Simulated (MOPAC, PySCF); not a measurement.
[Y(F)(OH)2], neutral singlet in the gas phase. 

Cartesian coordinates (Å):
```xyz
6

Y      0.3236    -0.1489     0.0829
F      0.1082    -1.5408     1.5303
O      1.0772     1.6732     0.5646
H      1.4309     2.5506     0.7563
O     -0.2296    -0.6252    -1.8100
H     -0.4801    -0.8070    -2.7243
```
Charge 0, spin multiplicity 1.

All levels are single points at this geometry (TPSS-D3(BJ)/def2-SVP); Pople sets use spherical d functions. Orbital energies aren't observables, and empty levels follow the basis.

TPSSh-D3(BJ)/def2-TZVP in PySCF gives HOMO (eV) = -7.43.

Problem. Estimate the HOMO (eV) from each of these levels: B3LYP-D3(BJ)/def2-TZVP in PySCF; PBE-D3(BJ)/def2-TZVP in PySCF; B3LYP/6-311+G** (LANL2DZ on Y) in PySCF; B3LYP/6-31G* (LANL2DZ on Y) in PySCF; B3LYP/LANL2DZ in PySCF; BP86/6-31G* (LANL2DZ on Y) in PySCF; M06-2X/6-31G* (LANL2DZ on Y) in PySCF; PBE/6-31G* (LANL2DZ on Y) in PySCF; SVWN5/6-31G* (LANL2DZ on Y) in PySCF; HF/6-31G* (LANL2DZ on Y) in PySCF; PM6 in MOPAC; PM7 in MOPAC.

Solution. 
```tsv
level	HOMO (eV)
B3LYP-D3(BJ)/def2-TZVP in PySCF	-8.11
PBE-D3(BJ)/def2-TZVP in PySCF	-6.70
B3LYP/6-311+G** (LANL2DZ on Y) in PySCF	-8.28
B3LYP/6-31G* (LANL2DZ on Y) in PySCF	-7.76
B3LYP/LANL2DZ in PySCF	-7.95
BP86/6-31G* (LANL2DZ on Y) in PySCF	-6.46
M06-2X/6-31G* (LANL2DZ on Y) in PySCF	-9.75
PBE/6-31G* (LANL2DZ on Y) in PySCF	-6.35
SVWN5/6-31G* (LANL2DZ on Y) in PySCF	-6.54
HF/6-31G* (LANL2DZ on Y) in PySCF	-12.39
PM6 in MOPAC	-11.19
PM7 in MOPAC	-11.70
```
